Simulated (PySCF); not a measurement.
Polarisability and C₆ of Si⁻ (silicon, charge -1)

[Ne] 3s2 3p3, high-spin 4S determinant. All numbers are calculated (PySCF 2.14, no relativity, point nucleus, in dyall-acv3z). Coupled (time-dependent) response in atomic units; α is the mean over directions.

```tsv
method	mean α (bohr³)	C₆ (like pair)	S(−4)
UHF	113.6	1546	6812
wB97X-V	117.7	1601	7841
```

S(−4) is the Cauchy moment in α(ω) = α(0) + S(−4) ω² + …

α(iu) at UHF:

```tsv
u (hartree)	α(iu) (bohr³)
0	113.6
0.0500	99.84
0.100	77.26
0.200	46.01
0.300	29.20
0.500	14.14
0.750	7.286
1.00	4.427
1.50	2.164
2.00	1.309
3.00	0.6611
5.00	0.2918
```

A single London oscillator, α(iu) = α/(1 + u²/ω²), gives C₆ = (3/4) ω α². Matching the computed C₆ needs ω = 4 × 1546 / (3 × 113.6²) = 0.160 hartree.

For an ion, C₆ is the dispersion term alone; charge-induced terms of lower order in 1/R come first.
